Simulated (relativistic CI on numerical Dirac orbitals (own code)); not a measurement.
**Crystal-field levels of Os6+, 5d2**

Calculated by Dirac-Coulomb-Breit CI, orbitals from a KLI potential per configuration, a model potential for QED, valence Slater integrals scaled by 0.7, one configuration in a parametric crystal field (own radial code).

Field parameters in Wybourne normalisation: D3d B²₀ = −7Dσ, B⁴₀ = −14Dq − 21Dτ, B⁴₃ = −14√(10/7) Dq; Oh B⁴₀ = 21Dq, B⁴₄ = √(5/14) B⁴₀. The field is a parameter set, without covalency.

S and J are read from ⟨S²⟩ = S(S + 1) and ⟨J²⟩ = J(J + 1) of each level; they are not fictitious spins.

D3d, 10Dq = 31650, Dσ = -650, Dτ = -50 cm⁻¹, the lowest 16 levels:

```csv
E (cm⁻¹),Degeneracy,Irrep,S,J
0.0,2,E,0.95,2.48
179,1,A1,0.95,2.56
1050,2,E,0.93,2.54
7605,2,E,0.99,3.22
8641,1,A2,1.00,3.27
8921,1,A1,0.92,3.28
14004,2,E,0.25,3.23
16049,1,A1,0.25,3.17
16306,2,E,0.21,3.09
29180,1,A1,0.36,3.00
33438,1,A2,1.00,3.01
34608,2,E,0.96,2.93
34951,1,A1,0.96,2.82
35851,1,A2,0.97,3.27
36400,2,E,0.96,3.35
37308,2,E,0.98,3.41
```

D3d, 10Dq = 21400, Dσ = -670, Dτ = -290 cm⁻¹, the lowest 10 levels:

```
E (cm⁻¹)  Degeneracy  Irrep     S     J
     0.0           2      E  0.95  2.39
     134           1     A1  0.94  2.50
    2022           2      E  0.90  2.43
    8822           2      E  0.99  3.18
   10244           1     A2  0.99  3.22
   10569           1     A1  0.91  3.17
   13865           2      E  0.42  3.19
   16491           1     A1  0.47  3.14
   17581           2      E  0.31  2.99
   23655           1     A2  1.00  3.03
```

Oh, 10Dq = 28150 cm⁻¹, the lowest 16 levels:

```
E (cm⁻¹)  Degeneracy  Irrep     S     J
     0.0           2      E  0.95  2.43
     644           3     T2  0.94  2.53
    7896           3     T1  1.00  3.24
    8866           1     A1  0.92  3.27
   14867           3     T2  0.28  3.21
   15861           2      E  0.21  3.06
   28414           1     A1  0.44  2.99
   30324           1     A2  1.00  3.00
   31851           3     T2  0.95  2.88
   33341           3     T1  0.97  3.35
   33828           2      E  0.98  3.45
   39018           1     A1  0.83  2.06
   39437           3     T1  0.95  2.05
   39943           3     T2  0.61  2.90
   44403           2      E  0.96  2.66
   47249           3     T2  0.66  2.55
```

The free-ion ground term has S = 1. Every field shown keeps that spin.

Levels of this model without a field, named by their leading LS term (the scale mimics covalency, so terms lie below those of the real free ion): ³F2 0, ³F3 9828, ³P0 13527, ³F4 16787, ³P2 17729, ³P1 19782, ¹G4 28162, ³P2 30565 cm⁻¹.
